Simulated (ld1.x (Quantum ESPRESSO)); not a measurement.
## PBE PAW dataset for B, scalar-relativistic all-electron reference.

| Property | Result |
| --- | --- |
| Element | B (Z = 5) |
| Generator | ld1.x (Quantum ESPRESSO) 7.5 |
| Type | PAW |
| Functional | PBE |
| Relativity | scalar-relativistic |
| Frozen core | [He] |
| Valence charge | 3 |
| Reference configuration | 2s1 2p2 |
| Partial waves | 2s (bound): rcut 0.90, rcutus 1.20 bohr; 2s channel at 0.3 Ry: rcut 0.90, rcutus 1.20 bohr; 2p (bound): rcut 1.90, rcutus 2.50 bohr; 2p channel at 2.7 Ry: rcut 1.90, rcutus 2.50 bohr |
| Local potential | all-electron potential smoothed inside 2.35 bohr (lloc = -1) |
| Core correction | a·sin(br)/r model core inside 0.80 bohr |
| Augmentation charge | BESSEL, radius 0.80 bohr |

Results:

| Item | Value |
| --- | --- |
| Cutoffs needed | 15 Ry and 25 Ry (the cutoffs (Ry, on a coarse ladder) from which the occupation-weighted sum of valence levels, in a spherical-Bessel basis at the reference potential, stays within 10 and 1 mRy of its value at 400 Ry) |
| Ghost test | no extra level below or beside the all-electron valence levels (s, p, d, f tested) (spherical-Bessel basis up to 400 Ry, 20 bohr box) |
| Configuration tests | test run stopped at test 2 of 7 (negative rho) |
| Lowest eigenvalue of the overlap operator | 0.65 (s channel) |

Generation and tests took about 0.99 s on one core of a shared server CPU.
